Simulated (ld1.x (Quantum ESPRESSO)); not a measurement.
# What the settings do to the TM potential of Er (Z = 68)

Base potential:

| Quantity | Value |
| --- | --- |
| Element | erbium |
| Generator | ld1.x (Quantum ESPRESSO) 7.5 |
| Type | norm-conserving Troullier–Martins (Kleinman–Bylander form) |
| Functional | PW91 |
| Relativity | scalar-relativistic |
| Frozen core | [Kr] 4d10 |
| Valence charge | 22 |
| Reference configuration | 4f11 5s2 5p6 5d1 6s2 6p0 |
| Partial waves | 5s (bound): rc 1.65 bohr; 5d (bound): rc 2.85 bohr; 4f (bound): rc 1.25 bohr; 5p (bound): rc 2.05 bohr |
| Local potential | the p channel |
| Core correction | Bessel-smoothed model core inside 0.60 bohr |

Occupied shells without a wave of their own: 6s. They enter only through the test configuration that unscreens the potential, and ld1.x also counts them in the model core charge.

Cutoffs, loose and tight: the cutoffs (Ry, on a coarse ladder) from which the occupation-weighted sum of valence levels, in a spherical-Bessel basis at the reference potential, stays within 10 and 1 mRy of its value at 400 Ry. They do not see the model core or the augmentation charge, which bear on the density cutoff. Test errors are all-electron minus pseudo excitation energies from the reference, over the configurations 4f12 5s2 5p6 5d0 6s2 6p0; 4f12 5s2 5p6 5d0 6s1 6p0; 4f12 5s2 5p6 5d0 6s0 6p0; 4f12 5s2 5p6 5d1 6s0 6p0; 4f11 5s2 5p6 5d0 6s2 6p0; 4f12 5s1 5p6 5d0 6s2 6p0; 4f10 5s2 5p6 5d0 6s0 6p0. A dash means not determined; rows that change the core or the reference have their own tests. The largest error is taken over the tests solved by every variant that gives reliable tests at all: 4f10 5s2 5p6 5d0 6s0 6p0; 4f11 5s2 5p6 5d0 6s2 6p0; 4f12 5s1 5p6 5d0 6s2 6p0; 4f12 5s2 5p6 5d0 6s0 6p0; 4f12 5s2 5p6 5d0 6s1 6p0; 4f12 5s2 5p6 5d1 6s0 6p0.

With those shells counted twice in exchange and correlation these files are broken, and their errors move erratically; no question is asked of them.

A true bound ghost makes a file unfit for plane-wave use even where its test errors are small: the radial tests pick states by their node count and pass the ghost by. Where a test does run into it, the solver fails or the error is huge.

| change | outcome | cutoff, loose | cutoff, tight | bound ghosts | largest test error (meV) |
| --- | --- | --- | --- | --- | --- |
| base | generated | 260 Ry | over 300 Ry | s | -566 |
| core correction none | generated | 260 Ry | over 300 Ry | s | +1211 |
| core correction Bessel-smoothed model core inside 0.62 bohr | generated | 260 Ry | over 300 Ry | s | -566 |
| core correction Bessel-smoothed model core inside 0.78 bohr | generated | 260 Ry | over 300 Ry | s | -566 |
| core correction Bessel-smoothed model core inside 0.98 bohr | generated | 260 Ry | over 300 Ry | s | -563 |
| core correction Bessel-smoothed model core inside 1.12 bohr | generated | 260 Ry | over 300 Ry | s | -558 |
| core correction Bessel-smoothed model core inside 1.26 bohr | generated | 260 Ry | over 300 Ry | s | -552 |
| core correction Bessel-smoothed model core inside 1.50 bohr | generated | 260 Ry | over 300 Ry | s | -546 |
